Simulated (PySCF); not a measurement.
Hf⁴²⁺ (hafnium, charge +42) across methods

[Ar] 3d10 4s2, closed-shell 1S. Calculation: PySCF 2.14, in an even-tempered Gaussian basis (17 s from 4.7 bohr⁻², ratio 2.5; 11 p from 6.1 bohr⁻², ratio 2.5; 8 d from 11 bohr⁻², ratio 2.5; 4 f from 28 bohr⁻², ratio 2.7; 4 g from 42 bohr⁻², ratio 2.7); the non-relativistic Hamiltonian (point nucleus).

| method | E (hartree) | mean ε 3p (eV) | mean ε 3d (eV) | mean ε 4s (eV) | Σ⟨r²⟩ (bohr²) | ⟨S²⟩ |
| --- | --- | --- | --- | --- | --- | --- |
| PBE | -13177.66 | -3902.0 | -3563.7 | -2016.4 | 1.331 | 0.000 |
| revPBE | -13178.07 | -3902.1 | -3563.7 | -2015.7 | 1.331 | 0.000 |
| r2SCAN | -13178.31 | -3914.2 | -3570.4 | -2015.5 | 1.332 | 0.000 |
| PBE0 | -13177.93 | -3924.1 | -3581.0 | -2021.0 | 1.331 | 0.000 |
| LDA | -13169.56 | -3900.6 | -3563.2 | -2017.0 | 1.331 | 0.000 |
| UHF | -13177.03804 | -3987.9 | -3631.0 | -2033.4 | 1.332 | 0.000 |
| M06 | -13178.07 | -3928.6 | -3583.6 | -2025.6 | 1.330 | 0.000 |

A non-relativistic calculation at this Z misses sizeable relativistic shifts. Spin-orbit coupling, which splits the p, d and f shells strongly at this Z, is absent.
